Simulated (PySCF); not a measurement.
How methods differ on the interval between two levels of Tl

Tl [Xe] 4f14 5d10 6s2 6p1 [2P3/2, M_J = 3/2] → Tl [Xe] 4f14 5d10 6s1 6p2 [4P5/2, M_J = 5/2], as a difference of total energies. All numbers are calculated (PySCF 2.14, the two-component X2C-1e Hamiltonian, in x2c-SVPall-2c with one added diffuse shell each of s, p type (8s12p7d2f, 93 functions)). Correlated levels: [Kr] 4d10 4f14 frozen; the 22 highest virtual spinors dropped. "Screened" scales the spin-orbit matrix elements by Boettger's factors to mimic the two-electron term; Breit and QED terms are absent.

| method | interval between two levels (cm⁻¹) |
| --- | --- |
| GHF (spin-free) | 36117 |
| GMP2 (spin-free) | 48157 |
| GHF (screened spin-orbit) | 35204 |
| GMP2 (screened spin-orbit) | 47060 |

The labels give the starting determinants; with spin-orbit coupling the two ends relaxed to ⟨J²⟩ = 3.76, ⟨L²⟩ = 2.19, ⟨S²⟩ = 0.94 and ⟨J²⟩ = 8.77, ⟨L²⟩ = 2.43, ⟨S²⟩ = 3.77.
